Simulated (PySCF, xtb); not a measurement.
C2H6B, SMILES C[B]C, multiplicity 2.

Harmonic wavenumbers (cm⁻¹) from GFN2-xTB (xtb) at its own minimum, in rising order: 88, 91, 281, 680, 707, 819, 830, 1010, 1154, 1368, 1374, 1466, 1466, 1490, 1491, 2934, 2942, 2974, 2975, 3002, 3003.

Q: What does PBE-D3(BJ)/def2-TZVP run with PySCF 2.14.0 give at its own minimum? (The exact figures need the calculation; the answer reports its results.)

A: 111, 121, 288, 597, 657, 777, 792, 980, 1150, 1251, 1285, 1364, 1366, 1403, 1404, 2907, 2911, 2965, 2966, 3036, 3036. Paired by order, the mean absolute difference is 49 cm⁻¹ and the zero-point energies are 46.0 and 44.8 kcal/mol.
